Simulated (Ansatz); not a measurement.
`[OH][Al]1[CH2][CH]1F` + H₂ → `[OH][Al]1[CH2][CH2]1` + H–F at 400 K and 1 bar (hydrogenolysis of a C–F bond).

Gas-phase electronic energies from Ansatz, PBE0-D4/def2-TZVP geometries. CCSD(T)/CBS is the MP2 limit (def2-TZVPP, def2-QZVPP) plus CCSD(T) − MP2 in def2-TZVPP, frozen cores. This one scheme is used for every species. Each species was taken in one conformer, which may not be the lowest.

```tsv
species	CCSD(T)/CBS energy (Eh)	H − E (kJ/mol)	S (J/(mol·K))
`[OH][Al]1[CH2][CH]1F`	-495.47349	182.3	358.9
H₂	-1.17544	38.0	139.0
`[OH][Al]1[CH2][CH2]1`	-396.29709	198.4	338.2
H–F	-100.39570	36.5	182.2
```

H − E and S are ideal-gas, rigid-rotor, harmonic terms from PBE0-D4/def2-TZVP, for one conformer and one mirror image of each species. The MP2-based limit puts H₂ 0.8 mEh under its directly extrapolated value; such offsets cancel only in part. 1 Eh = 2625.50 kJ/mol, R = 8.31446 J/(mol·K).

Task: By hand: ΔE, ΔH, ΔS and ΔG.

Result: ΔE = (-396.29709) + (-100.39570) − (-495.47349) − (-1.17544) = -0.04386 Eh = -115.2 kJ/mol. Δ(H − E) = 198.4 + 36.5 − 182.3 − 38.0 = 14.6, so ΔH = -100.6 kJ/mol. ΔS = 338.2 + 182.2 − 358.9 − 139.0 = 22.5 J/(mol·K). ΔG = -100.6 − 400 × (22.5)/1000 = -109.6 kJ/mol.

Task: By hand: the equilibrium constant, and the temperature at which ΔG would vanish if ΔH and ΔS stayed fixed.

Result: log₁₀ K = −ΔG/(RT ln 10) = 14.3. ΔH and −TΔS have one sign here, so there is no such temperature.

ΔH outweighs TΔS. A doubt of 5 kJ/mol in ΔE shifts log₁₀ K by 0.7 here. Other conformers and mirror images would add mixing entropy, several J/(mol·K) or more a flexible species. These are equilibria of isolated gas molecules and say nothing of rates. Largest T1 diagnostic: 0.013 (customary marks: 0.02 for closed shells, 0.045 for open ones).
